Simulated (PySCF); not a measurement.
AlSe₂⁻ (singlet). Level of theory: PBE0 in PySCF with Al def2-TZVPD, Se def2-TZVPD; no relativity; density-fitted integrals.

Harmonic bands of its minimum:

```tsv
ω (cm⁻¹)	IR (km/mol, summed over degenerate members)	degeneracy
151	10.3	2
249	0.0	1
632	156	1
```

**Question.** The central atom is Al. Infer the point group and assign the bands.

**Answer.** D∞h. The modes span πu + σg+ + σu+: 151 πu, 249 σg+, 632 σu+. The computed geometry has Al–Se 2.184 Å (×2); Se–Al–Se 180.0°.

This need not be the most stable arrangement of these atoms. The lowest empty level of this anion is unbound, so it and the gap depend on the basis.
